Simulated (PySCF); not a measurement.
CH₄N, SMILES C[NH], multiplicity 2. Atoms are numbered in the order given.

```xyz
6

C     -0.0122    -0.6227     0.0000
N      0.1531     0.7973     0.0000
H     -0.5841    -0.9629     0.8772
H      0.9564    -1.1254     0.0000
H     -0.5841    -0.9629    -0.8772
H     -0.7863     1.2066     0.0000
```
Charge 0, spin multiplicity 2.

The structure is a stationary point at PBE0-D3(BJ)/def2-TZVP. The isomer is the one that the SMILES or the coordinates give; other isomers of the formula were not compared.

Two levels are set side by side: PBE/pcH-1 (PySCF) and PBE0/pcH-1 (PySCF). Contact hyperfine couplings, same geometry. Differences are taken from unrounded values.

```csv
quantity,PBE
"A(iso) of 13C, atom C1 (MHz)",-32.5
"A(iso) of 14N, atom N2 (MHz)",21.9
"A(iso) of 1H, atom H3 (MHz)",149.4
"A(iso) of 1H, atom H4 (MHz)",-1.6
"A(iso) of 1H, atom H5 (MHz)",149.4
"A(iso) of 1H, atom H6 (MHz)",-55.0
```

### Question
These are the PBE values. What does PBE0 give? (Estimate from the structure and the level; the computed values follow.)

### Answer

```tsv
quantity	PBE0	PBE minus PBE0
A(iso) of 13C, atom C1 (MHz)	-37.4	4.9
A(iso) of 14N, atom N2 (MHz)	29.9	-8.0
A(iso) of 1H, atom H3 (MHz)	137.4	12.0
A(iso) of 1H, atom H4 (MHz)	-0.4	-1.1
A(iso) of 1H, atom H5 (MHz)	137.4	12.0
A(iso) of 1H, atom H6 (MHz)	-63.1	8.1
```

Rough cost on one machine, each run with all the roots and properties that it gave: PBE0 against PBE within a factor of 2.
